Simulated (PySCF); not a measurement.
H3Zr, SMILES [ZrH3+] (connectivity only; charge and spin as stated), charge +1, multiplicity 1.

Coordinates come from a PBE0-D3(BJ)/def2-TZVPD optimisation. The geometry has at least one imaginary mode, so it is a saddle point at that level. The multiplicity is an assumed one; other spin states were not compared. The def2 effective core potentials stand for the cores of Zr; spin–orbit coupling is left out.

Calculation: TDA-PBE/def2-TZVPD (PySCF).

Vertical excitations; the highest root listed may be one member of a degenerate set.  State labels are in the subgroup C2v.

```tsv
state	symmetry	energy (eV)	λ (nm)	f	main pairs
S1	A2	2.63	471	0.000	HOMO−1→LUMO+2 50 %, HOMO→LUMO+1 50 %
S2	B1	2.65	469	0.004	HOMO−1→LUMO (degenerate set)
S3	A1	2.65	468	0.004	HOMO→LUMO (degenerate set)
S4	B2	2.79	445	0.014	HOMO−1→LUMO+1 50 %, HOMO→LUMO+2 50 %
S5	B2	3.07	404	0.000	HOMO→LUMO+2, HOMO−1→LUMO+1 (degenerate set)
S6	A2	3.07	404	0.000	HOMO→LUMO+1, HOMO−1→LUMO+2 (degenerate set)
S7	A1	3.69	336	0.000	HOMO−2→LUMO 96 %
S8	A2	3.73	333	0.000	HOMO−2→LUMO+1 (degenerate set)
S9	B2	3.73	333	0.000	HOMO−2→LUMO+2 (degenerate set)
S10	B1	4.96	250	0.000	HOMO→LUMO+3 50 %, HOMO−1→LUMO+4 50 %
T1	B2	2.29	541	0	HOMO−1→LUMO+1 50 %, HOMO→LUMO+2 50 %
T2	B2	2.38	520	0	HOMO→LUMO+2, HOMO−1→LUMO+1 (degenerate set)
T3	A2	2.38	520	0	HOMO−1→LUMO+2, HOMO→LUMO+1 (degenerate set)
T4	B1	2.40	517	0	HOMO−1→LUMO 100 %
```
Triplets are in the Tamm–Dancoff approximation.
